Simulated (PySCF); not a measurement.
A geometry optimisation on `Br[C@]12C[C@H]1C2`.

Method: PBE0-D3(BJ)/def2-SVP geometry optimisation, gas phase (PySCF 2.14.0). Start geometry: GFN2-xTB. A driver script takes a list of jobs; this job's settings line and coordinates (Å) are shown.

Input:
```
{"job": {"xc": "PBE0", "basis": "def2-SVP", "d3": "d3bj", "grid": 1, "maxiter": 30, "shake": 0.01, "kind": "geom"}, "charge": 0, "multiplicity": 1}
Br    -0.866170     2.285110     0.771280
C     -0.252240     0.694140     0.013920
C     -0.985830    -0.541880    -0.420140
C      0.193420    -0.610260     0.574900
C      1.142780     0.196200    -0.217520
H     -0.815500    -0.900760    -1.423500
H     -1.961970    -0.690580    -0.039680
H      0.227450    -1.025590     1.554330
H      1.942380     0.693320     0.359350
H      1.426120    -0.120640    -1.193990
```

Output:
```
step   0  E = -2728.60474363  max force = 0.040089
step   1  E = -2728.58565326  max force = 0.053515
step   2  E = -2728.59879463  max force = 0.027435
step   3  E = -2728.60718041  max force = 0.016539
step   4  E = -2728.60887861  max force = 0.005075
step   5  E = -2728.60930560  max force = 0.003373
step   6  E = -2728.60939235  max force = 0.001204
step   7  E = -2728.60940026  max force = 0.000566
step   8  E = -2728.60940205  max force = 0.000278
optimisation converged
```

Energies in Eh; «max force» is the largest Cartesian gradient component in Eh/bohr.

Q: At which steps does the energy rise by more than 1e-5 Eh?

A: At step 1 (+19.09 mEh).

Q: Give the first gradient maximum in eV/Å.

A: With 1 Eh/bohr = 51.422 eV/Å, 2.061 eV/Å.

In short: final energy -2728.60940 Eh after 8 steps; dipole 1.23 D.

Q: How long does this job take on an Arm Neoverse N1 with one thread (shared host)? And the peak memory of the process?

A: About 70 s, with 0.50 GiB resident at the peak, the Python interpreter and its libraries included.
Labels such as C1 count atoms from 1, the log's own numbers from 0.
